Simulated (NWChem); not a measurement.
## Excited singlets of fluoroethane (C₂H₅F) by symmetry

SMILES: CCF
```xyz
8

C     -1.1771     0.2668     0.0000
C      0.3188     0.4478     0.0000
F      0.9482    -0.7739     0.0000
H     -1.6835     1.2440     0.0000
H     -1.5017    -0.2907    -0.8912
H     -1.5017    -0.2907     0.8912
H      0.6514     1.0072     0.8922
H      0.6514     1.0072    -0.8922
```
Charge 0, spin multiplicity 1.

All runs are NWChem calculations. Structure: optimised with PBE0/def2-SVP, a minimum by its harmonic frequencies.

Basis set: 6-31+G*. Symmetry labels belong to the abelian group Cs used in the runs, with the axes of the coordinates shown. Entries are the lowest vertical excitation energy of each symmetry in eV (for CIS and TDDFT among the lowest few roots); a state of one symmetry need not have the same character in every method. Symmetries that some method's roots don't reach, or where a double excitation leads the EOM-CCSD root, are left out.

The correlated methods keep 3 core orbitals frozen. B3LYP has NWChem's definition, with VWN1-RPA local correlation. The Pople sets run with spherical d functions. Coupled-cluster values serve here as a point of comparison, not as the truth.

```tsv
method	a"	a'
CIS	10.31	11.05
TD-PBE	7.70	7.97
TD-B3LYP	8.44	8.76
TDA-PBE0	[?]	[?]
EOM-CCSD	9.22	9.56
```

Problem. Some entries are withheld; supply them.

Solution. 
- TDA-PBE0, a": 8.69
- TDA-PBE0, a': 9.08
